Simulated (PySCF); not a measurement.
Species: C6H8O3.
Atom-mapped SMILES: `[O:1]=[CH:2][O:3][C@@H:4]1[CH2:5][CH2:6][CH2:7][C:8]1=[O:9]` (hydrogens: H10 on C2; H11 on C4; H12, H13 on C5; H14, H15 on C6; H16, H17 on C7)

Level: PBE0/def2-SVPD in PySCF, non-relativistic, on one gas-phase PBE0-D3(BJ)/def2-SVP geometry that isn't relaxed in the solvent. The solvent is an IEF-PCM continuum (cavity from Bondi-type radii × 1.2), and excitations are vertical TDDFT with non-equilibrium linear response and a frozen core. The model holds no explicit solvent molecules, cavitation or dispersion.

Gas-phase singlets (H = HOMO, L = LUMO):

```json
{"state": "S1", "E (eV)": "4.186", "λ (nm)": "296", "f": "0.000", "leading configuration": "H→L 97%"}
{"state": "S2", "E (eV)": "5.908", "λ (nm)": "210", "f": "0.002", "leading configuration": "H-1→L+1 69%"}
{"state": "S3", "E (eV)": "6.317", "λ (nm)": "196", "f": "0.044", "leading configuration": "H→L+1 83%"}
{"state": "S4", "E (eV)": "6.507", "λ (nm)": "191", "f": "0.037", "leading configuration": "H-1→L 76%"}
{"state": "S5", "E (eV)": "6.827", "λ (nm)": "182", "f": "0.008", "leading configuration": "H→L+2 97%"}
```

What are the lowest 5 singlets in chloroform (ε = 4.711)?

| state | E (eV) | λ (nm) | f | leading configuration | change by rank (eV) |
| --- | --- | --- | --- | --- | --- |
| S1 | 4.272 | 290 | 0.000 | H→L 96% | +0.086 |
| S2 | 5.976 | 207 | 0.007 | H-1→L+1 64% | +0.068 |
| S3 | 6.267 | 198 | 0.069 | H→L+1 80% | -0.050 |
| S4 | 6.666 | 186 | 0.036 | H-1→L 78% | +0.159 |
| S5 | 7.109 | 174 | 0.005 | H-2→L 87% | +0.282 |

What are the lowest 5 singlets in dichloromethane (ε = 8.93)?

```
state  E (eV)  λ (nm)      f  leading configuration  change by rank (eV)
   S1   4.290     289  0.000                H→L 96%               +0.104
   S2   5.988     207  0.009            H-1→L+1 62%               +0.080
   S3   6.265     198  0.069              H→L+1 78%               -0.052
   S4   6.694     185  0.036              H-1→L 78%               +0.187
   S5   7.118     174  0.008              H-3→L 72%               +0.291
```

The ground-state energy changes by -0.346 eV from gas to dichloromethane. By how much does the total energy of gas-phase S1 change?

E(S1) = E(S0) + excitation energy, so it changes by -0.346 + 0.104 = -0.242 eV: it is lowered less than the ground state, which is what a blue shift means. This is the vertical state, with the slow part of the continuum still set for S0.

How do the frontier levels move from gas to dichloromethane?

```
orbital  gas (eV)  solvent (eV)  change (eV)
 LUMO+2      0.45          0.85        +0.40
 LUMO+1     -0.07         -0.15        -0.08
   LUMO     -1.06         -1.00        +0.06
   HOMO     -7.40         -7.43        -0.03
 HOMO-1     -8.51         -8.67        -0.16
 HOMO-2     -9.47         -9.51        -0.04
 HOMO-3     -9.92         -9.53        +0.39
```

The HOMO–LUMO gap goes from 6.34 to 6.43 eV. Rows go by rank; for HOMO-3 and HOMO-2 the atom shares or the degeneracy differ between the runs, so the row needn't follow one orbital.
